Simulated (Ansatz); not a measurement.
Al₇P₇H₂₀⁻, a nanocrystal cut from zinc blende AlP (hydrogen-capped). Charge -1, multiplicity 2. Geometry PBE-D4/def2-SVP, that of the neutral singlet; atoms count from 1.

```xyz
34

Al   -1.0402   -3.5587   -0.6199
Al   -1.4109    3.3464    1.2194
Al   -1.6609    0.2095   -1.6708
Al   -0.6398   -0.7522    2.1516
Al    2.6463   -2.5350    0.8360
Al    2.0072    1.2287   -0.2251
Al    1.6232   -1.5628   -3.0084
P    -1.4914    1.4849    2.7381
P    -1.7643   -1.3147    0.1419
P     1.2532   -2.9714   -1.0849
P    -2.4166    2.3568   -0.7267
P     0.9062    3.2800    0.5832
P     0.6624    0.5049   -2.0385
P     1.5994   -0.3798    1.4680
H    -1.8714   -3.8329   -1.9661
H    -1.1639   -4.5022    0.6735
H    -1.9979    4.7391    1.7268
H    -2.5974   -0.0547   -2.9329
H    -0.8959   -1.6565    3.4386
H     2.3183   -3.5334    2.0502
H     4.1496   -2.1632    0.4114
H     3.5166    1.6440   -0.5237
H     0.6508   -1.9478   -4.2268
H     3.1819   -1.2413   -3.2215
H    -2.8460    1.4062    3.1963
H    -0.9013    1.9452    3.9592
H    -3.1515   -1.4276    0.4836
H     1.7825   -4.2260   -1.5427
H    -3.8262    2.3313   -0.4748
H    -2.4189    3.3767   -1.7322
H     1.0913    4.3522   -0.3480
H     1.6340    3.8479    1.6781
H     0.7769    1.5198   -3.0438
H     2.2948    0.0865    2.6310
```

Single mean-field runs in def2-TZVP are fitted with def2-universal-jkfit. The highest occupied level of the charge -1 doublet lies above zero (up to 0.50 eV). By energy differences its removal costs 0.72 eV (vertical, to the charge 0 singlet, at PBE0-D4/def2-TZVP); self-interaction error and the lack of diffuse functions both raise the level.

(1) Estimate the Mulliken populations of the heavy atoms from the PBE0/def2-TZVP orbitals of Ansatz.

(2) Where does the spin sit?

(3) And the Mayer bond orders between bonded heavy atoms (over 0.3)?

## Answers

(1) 
```
atom  charge (e)  spin (α − β)
 Al1        0.19          0.04
 Al2        0.28          0.07
 Al3        0.31         -0.01
 Al4        0.31          0.01
 Al5        0.19          0.04
 Al6        0.31         -0.01
 Al7        0.22          0.00
  P8       -0.35          0.28
  P9       -0.30          0.02
 P10       -0.32          0.00
 P11       -0.25          0.10
 P12       -0.25          0.09
 P13       -0.31          0.01
 P14       -0.30          0.02
```
Mulliken values and Mayer orders depend strongly on the basis.

(2) Summed by element: Al 0.15, P 0.52, H 0.33, of 1 unpaired in all. Largest on single atoms: P8 0.28, P11 0.10, H30 0.10.

(3) Al1–P9 0.68 (2.48 Å); Al1–P10 0.79 (2.41 Å); Al2–P8 0.92 (2.40 Å); Al2–P11 0.79 (2.40 Å); Al2–P12 0.79 (2.40 Å); Al3–P9 0.87 (2.37 Å); Al3–P11 0.70 (2.46 Å); Al3–P13 0.83 (2.37 Å); Al4–P8 0.75 (2.46 Å); Al4–P9 0.83 (2.37 Å); Al4–P14 0.83 (2.37 Å); Al5–P10 0.79 (2.41 Å); Al5–P14 0.68 (2.48 Å); Al6–P12 0.69 (2.46 Å); Al6–P13 0.83 (2.37 Å); Al6–P14 0.87 (2.37 Å); Al7–P10 0.80 (2.41 Å); Al7–P13 0.68 (2.48 Å).
